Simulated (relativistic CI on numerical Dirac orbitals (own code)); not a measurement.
# Ni III: calculation against measurement

Computed by Dirac-Coulomb-Breit CI, orbitals from a KLI potential per configuration, model QED, valence Slater integrals scaled by 0.85, P86 correlation energy added to each configuration (own radial code, finite nucleus).

CI space (outside the closed core [Ar]): 3d⁸, 3d⁷4s, 3d⁷4p, 3d⁶4s², 3d⁷5s, 3d⁷4d, 3d⁷5p, 3d⁶4s4p, 3d⁷4f, 3d⁷6s, 3d⁷5d, 3d⁷6p, 3d⁷5f, 3d⁷5g, 3d⁷6d, 3d⁷6f, 3d⁶4p², 3d⁶4s5s. Levels of other configurations are missing.

| Configuration | Term (tabulated) | J | Measured (cm⁻¹) | Computed | Error | Purity (%) |
| --- | --- | --- | --- | --- | --- | --- |
| 3d⁸ | 3F | 4 | 0.0 | 0 | 0 | 100 |
| 3d⁸ | 3F | 3 | 1360.7 | 1294 | -66 | 100 |
| 3d⁸ | 3F | 2 | 2269.6 | 2169 | -101 | 99 |
| 3d⁸ | 1D | 2 | 14031.6 | 14753 | 722 | 84 |
| 3d⁸ | 3P | 2 | 16661.6 | 17275 | 613 | 84 |
| 3d⁸ | 3P | 1 | 16977.8 | 17585 | 607 | 99 |
| 3d⁸ | 3P | 0 | 17230.7 | 17834 | 603 | 99 |
| 3d⁸ | 1G | 4 | 23108.7 | 22581 | -528 | 100 |
| 3d⁸ | 1S | 0 | 52532.0 | 53864 | 1332 | 99 |
| 3d⁷4s | 5F | 5 | 53703.9 | 49949 | -3755 | 100 |
| 3d⁷4s | 5F | 4 | 54657.8 | 50880 | -3778 | 99 |
| 3d⁷4s | 5F | 3 | 55406.3 | 51610 | -3796 | 99 |
| 3d⁷4s | 5F | 2 | 55952.2 | 52143 | -3809 | 100 |
| 3d⁷4s | 5F | 1 | 56308.2 | 52491 | -3817 | 100 |
| 3d⁷4s | 3F | 4 | 61338.6 | 57862 | -3477 | 99 |
| 3d⁷4s | 3F | 3 | 62605.6 | 59104 | -3502 | 99 |
| 3d⁷4s | 3F | 2 | 63471.9 | 59956 | -3516 | 99 |
| 3d⁷4s | 5P | 3 | 71067.4 | 68355 | -2712 | 99 |
| 3d⁷4s | 5P | 2 | 71384.1 | 68682 | -2702 | 97 |
| 3d⁷4s | 5P | 1 | 71842.4 | 69117 | -2725 | 98 |
| 3d⁷4s | 3G | 5 | 75123.6 | 70392 | -4732 | 98 |
| 3d⁷4s | 3G | 4 | 75646.6 | 70906 | -4740 | 96 |
| 3d⁷4s | 3G | 3 | 76237.2 | 71480 | -4757 | 100 |
| 3d⁷4s | 3P | 2 | 78303.5 | 75852 | -2451 | 92 |
| 3d⁷4s | 3P | 1 | 78482.4 | 76105 | -2378 | 87 |
| 3d⁷4s | 3P | 0 | 78657.6 | 76309 | -2348 | 100 |
| 3d⁷4s | 1G | 4 | 79250.1 | 74633 | -4617 | 90 |
| 3d⁷4s | 3P | 1 | 79749.2 | 77302 | -2447 | 90 |
| 3d⁷4s | 3P | 0 | 80621.1 | 78191 | -2430 | 100 |
| 3d⁷4s | 3H | 6 | 81686.8 | 76383 | -5304 | 100 |
| 3d⁷4s | 3D † | 3 | 82172.6 | 78569 | -3603 | 99 |
| 3d⁷4s | 3H | 5 | 82193.8 | 76885 | -5309 | 97 |
| 3d⁷4s | 3D † | 1 | 82277.3 | 79335 | -2942 | 62 |
| 3d⁷4s | 3H | 4 | 82826.4 | 77535 | -5292 | 91 |
| 3d⁷4s | 3D † | 2 | 83033.4 | 79506 | -3527 | 84 |
| 3d⁷4s | 1P | 1 | 84604.1 | 81838 | -2767 | 69 |
| 3d⁷4s | 1H | 5 | 85834.2 | 80683 | -5151 | 97 |
| 3d⁷4s | 1D | 2 | 86645.9 | 83176 | -3469 | 92 |
| 3d⁷4s | 3F | 2 | 97841.6 | 94226 | -3616 | 99 |
| 3d⁷4s | 3F | 3 | 97995.8 | 94374 | -3622 | 99 |
| 3d⁷4s | 3F | 4 | 98237.9 | 94606 | -3632 | 100 |
| 3d⁷4s | 1F | 3 | 101954.9 | 98429 | -3526 | 99 |
| 3d⁷4p | 5F° | 5 | 110212.8 | 104867 | -5345 | 95 |
| 3d⁷4p | 5F° | 4 | 110371.4 | 105076 | -5295 | 60 |
| 3d⁷4p | 5F° | 3 | 111221.2 | 105890 | -5331 | 75 |
| 3d⁷4p | 5D° | 4 | 111898.6 | 106510 | -5389 | 62 |
| 3d⁷4p | 5G° | 6 | 112787.9 | 107328 | -5460 | 100 |
| 3d⁷4p | 5D° | 3 | 112935.4 | 107532 | -5403 | 77 |
| 3d⁷4p | 5G° | 5 | 113140.9 | 107773 | -5367 | 85 |
| 3d⁷4p | 5D° | 0 | 114295.4 | 108889 | -5406 | 99 |
| 3d⁷4p | 3G° | 5 | 115272.3 | 110192 | -5080 | 89 |
| 3d⁷4p | 3F° | 4 | 116191.9 | 111148 | -5044 | 79 |
| 3d⁷4p | 3G° | 4 | 116674.4 | 111592 | -5082 | 75 |
| 3d⁷4p | 3F° | 3 | 117250.8 | 112170 | -5081 | 77 |
| 3d⁷4p | 3G° | 3 | 117606.4 | 112506 | -5100 | 80 |
| 3d⁷4p | 3F° | 2 | 118114.9 | 113022 | -5093 | 95 |
| 3d⁷4p | 3D° | 3 | 118745.2 | 113723 | -5022 | 93 |
| 3d⁷4p | 3D° | 2 | 119669.5 | 114660 | -5010 | 96 |
| 3d⁷4p | 3D° | 1 | 120272.3 | 115261 | -5012 | 99 |
| 3d⁷4s | 3D | 1 | 121192.9 | 117881 | -3312 | 99 |
| 3d⁷4s | 3D | 2 | 121411.6 | 118087 | -3324 | 99 |
| 3d⁷4s | 3D | 3 | 121802.4 | 118451 | -3351 | 99 |

Measured levels from Corliss and Sugar, J. Phys. Chem. Ref. Data 10, 197 (1981); pairs were made by configuration, J and term (by order where the table uses no LS term), so strongly mixed levels may be paired wrongly.

Mean error by configuration (cm⁻¹): 3d⁸ 398; 3d⁷4s -3641; 3d⁷4p -5207. Over the excited levels the mean absolute error is 3677 cm⁻¹ (61 of the 61 excited levels that our extract of the source holds in range could be paired), and the median relative error of those above 1,000 cm⁻¹ is 4.3 %. † marks terms whose computed intervals miss the measured ones by more than a factor of 2.5, or configurations far off the rest, from wrong mixing, a near crossing or a doubtful label or measurement; they are left out of the means.
